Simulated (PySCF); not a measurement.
AlFI2, SMILES [F][Al]([I])[I].

Geometry optimised at PBE-D3(BJ)/def2-SVP. The def2 effective core potentials stand for the cores of I; spin–orbit coupling is left out.

All values below come from PySCF with PBE/def2-TZVP.

Symmetry labels are those of the subgroup C2v that the program uses (full group C2v).

Computed valence orbital energies around the gap with their symmetry:
| orbital | symmetry | energy (eV) |
|---|---|---|
| HOMO−7 | B2 | -9.92 |
| HOMO−6 | B1 | -9.91 |
| HOMO−5 | A1 | -9.64 |
| HOMO−4 | B2 | -8.33 |
| HOMO−3 | B1 | -7.46 |
| HOMO−2 | A1 | -7.33 |
| HOMO−1 | A2 | -7.13 |
| HOMO | B2 | -6.89 |
| LUMO | A1 | -2.67 |
| LUMO+1 | B1 | -2.22 |
| LUMO+2 | A1 | -0.28 |
| LUMO+3 | B2 | 0.54 |
